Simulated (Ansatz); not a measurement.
Two members of one family (Same ligands, another metal), computed with Ansatz in the gas phase; def2 core potentials for Mo, W, no spin–orbit coupling. A dash marks a value that wasn't run or was left out as unsound. The structures are stationary points that may keep the symmetry of their start. Remarks come from the PBE and PBE0 runs and from stability tests at other levels; not every state was tested. HOMO above LUMO (over both spins in singlets and doublets, within one spin in higher multiplets; at PBE or PBE0), or a gap under 0.15 eV within one spin, warns that the state may not be the lowest or that an electron is smeared out.

First: WSF4 (singlet, charge 0, r2SCAN-D4/def2-SVP geometry).

Cartesian coordinates in Å:
```
W -0.021 -0.008 0.004
S 1.921 0.706 -0.403
F 0.002 -1.804 -0.482
F -0.987 0.270 -1.562
F -0.952 1.454 0.682
F 0.037 -0.618 1.761
```

| level | HOMO (eV) | LUMO (eV) | gap (eV) | vertical IE (eV) | vertical triplet (eV) |
| --- | --- | --- | --- | --- | --- |
| PBE-D4/def2-SVP | -8.10 | -4.61 | 3.49 | – | – |
| PBE-D4/def2-TZVP | -8.12 | -4.60 | 3.52 | 11.32 | 3.74 |
| r2SCAN-D4/def2-TZVP | -8.49 | -4.61 | 3.88 | – | 3.61 |
| PBE0-D4/def2-SVP | -9.55 | -4.00 | 5.55 | – | – |
| PBE0-D4/def2-TZVP | -9.49 | -3.87 | 5.62 | 11.62 | 3.41 |

Metal–donor distances: 1 × S 2.11 Å, 4 × F 1.86 Å. Remarks: gap within one spin near zero at PBE or PBE0 (triplet).

Second: MoSF4 (singlet, charge 0, r2SCAN-D4/def2-SVP geometry).

```xyz
6

Mo    0.022   -0.001    0.002
S    -2.055    0.091   -0.154
F     0.662    0.692   -1.581
F     0.490   -1.647   -0.681
F     0.355   -0.737    1.657
F     0.527    1.602    0.756
```

Problem. Estimate how these quantities change from the first to the second (second minus first).

Solution. 
```tsv
level	Δ HOMO (eV)	Δ LUMO (eV)	Δ gap (eV)	Δ vertical IE (eV)	Δ vertical triplet (eV)
PBE-D4/def2-SVP	-0.16	-0.65	-0.50	–	–
PBE-D4/def2-TZVP	-0.18	-0.73	-0.55	0.15	-0.53
r2SCAN-D4/def2-TZVP	-0.19	-0.82	-0.62	–	-0.55
PBE0-D4/def2-SVP	-0.22	-0.72	-0.50	–	–
PBE0-D4/def2-TZVP	-0.23	-0.80	-0.57	0.20	-0.66
```

Metal–donor distances: 1 × S 2.09 Å, 4 × F 1.84 Å. Remarks: restricted SCF unstable in HF, gap within one spin near zero at PBE or PBE0 (triplet).
